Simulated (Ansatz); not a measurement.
Species: GeH₂, charge 0, triplet. This triplet is an excited state, 1.0 eV above the singlet at CCSD(T)/cc-pV5Z (Ansatz, a first-principles code). GeH2 (SMILES [GeH2], triplet).
B3LYP-D3(BJ)/def2-TZVP minimum from Ansatz:
```
Ge
H 1 1.5473
H 1 1.5473 2 119.66
```
Charge 0, spin multiplicity 3.

Total energies in cc-pVQZ, 6 correlated electrons, 14 frozen orbitals. Open shells are spin-unrestricted; no spin-orbit coupling. Correlated methods leave the cores frozen (noble-gas shells, and filled d and f shells in the p block). No relativity. The spin of H2Ge ([GeH2], triplet) was assumed, and the state is the lowest solution found for it.

```tsv
method	program	energy (Eh)	minus CCSDT(Q) (mEh)
HF	Ansatz	-2076.50492	115.46
MP2	Ansatz	-2076.59697	23.41
CCSD	Ansatz	-2076.61638	4.01
CCSD(T)	Ansatz	-2076.61962	0.76
CCSDT(Q)	Ansatz	-2076.62038	0.00
```

Rough core times of Ansatz's runs on a shared machine: CCSD(T) 30 s, CCSDT(Q) 10 min.
